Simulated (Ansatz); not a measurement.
Several settings on one geometry of [Cu(SH)2]- (CuH₂S₂⁻) (that of the charge -1 singlet, r2SCAN-D4/def2-TZVPD). Ansatz on 4 threads of Arm Neoverse V2 on a shared host; times are rough.

```xyz
5

Cu    0.133   -0.330    0.006
S     0.247   -0.274    2.157
H     0.775    0.962    2.254
S     0.041   -0.440   -2.143
H    -1.195    0.082   -2.274
```

Totals from different functionals, basis sets or treatments of relativity can't be compared as stabilities.

The 6-31G sets use Cartesian d functions. HSE06 is defined as in plane-wave codes, on full-range PBE exchange.

The spins typed aren't always the lowest for that charge.

Give the basis size and estimate the energy, ⟨S²⟩ and time of these runs.

| run | method | charge | state | further keys |
| --- | --- | --- | --- | --- |
| 1 | UKS HSE06/def2-TZVP | 0 | doublet | scf: {omitted_lower_state_checks: [starts]}; forces asked |
| 2 | UKS ωB97X/6-31G* | -1 | singlet | scf: {lower_state_search: off} |
| 3 | UKS ωB97X-V/6-31G | 0 | doublet | scf: {omitted_lower_state_checks: [starts]} |


```csv
run,functions,energy (Eh),⟨S²⟩,wall time
1,131,-2437.6226,0.76,4.8 s
2,78,-2437.9116,0.00,2.5 s
3,59,-2437.4354,0.75,15 s
```

The highest occupied level of an anion often lies above zero with these methods, and sets without diffuse functions describe the outer electron poorly.
